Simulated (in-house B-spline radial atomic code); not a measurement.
Orbital energies and mean radii along the 60-electron series, configuration [Kr] 4d10 4f12 5s2. The effective charge is n√(-2ε), a non-relativistic measure. Computed with a B-spline radial code for spherical atoms: Dirac-Hartree-Fock, average of the configuration, finite nuclei.

```csv
ion,Z,energy of 4p3/2 (Eh),mean radius of 4p3/2 (bohr),energy of 4s1/2 (Eh),mean radius of 4s1/2 (bohr),effective charge of 4p3/2
Yb10+,70,-19.848,0.52604,-25.178,0.48742,25.202
Lu11+,71,?,?,?,?,?
Hf12+,72,?,?,?,?,?
Ta13+,73,-25.087,0.49297,-31.247,0.45668,28.334
W14+,74,?,?,?,?,?
Re15+,75,-28.965,0.47269,-35.748,0.43771,30.445
Os16+,76,-31.015,0.46306,-38.132,0.42866,31.504
Ir17+,77,-33.137,0.45377,-40.604,0.41989,32.564
Pt18+,78,-35.332,0.44479,-43.165,0.41139,33.625
Au19+,79,-37.598,0.43611,-45.815,0.40315,34.686
```

**Question.** Fill in the row of Lu11+.

**Answer.** energy of 4p3/2 (Eh): -21.515; mean radius of 4p3/2 (bohr): 0.51465; energy of 4s1/2 (Eh): -27.108; mean radius of 4s1/2 (bohr): 0.47686; effective charge of 4p3/2: 26.239.

**Question.** Fill in the row of Hf12+.

**Answer.** energy of 4p3/2 (Eh): -23.262; mean radius of 4p3/2 (bohr): 0.50363; energy of 4s1/2 (Eh): -29.132; mean radius of 4s1/2 (bohr): 0.46661; effective charge of 4p3/2: 27.283.

**Question.** Fill in the row of W14+.

**Answer.** energy of 4p3/2 (Eh): -26.989; mean radius of 4p3/2 (bohr): 0.48265; energy of 4s1/2 (Eh): -33.453; mean radius of 4s1/2 (bohr): 0.44705; effective charge of 4p3/2: 29.388.

**Question.** How does the screening of 4p3/2 change?

**Answer.** Z less the effective charge goes from 44.80 at Z = 70 to 44.31 at Z = 79.
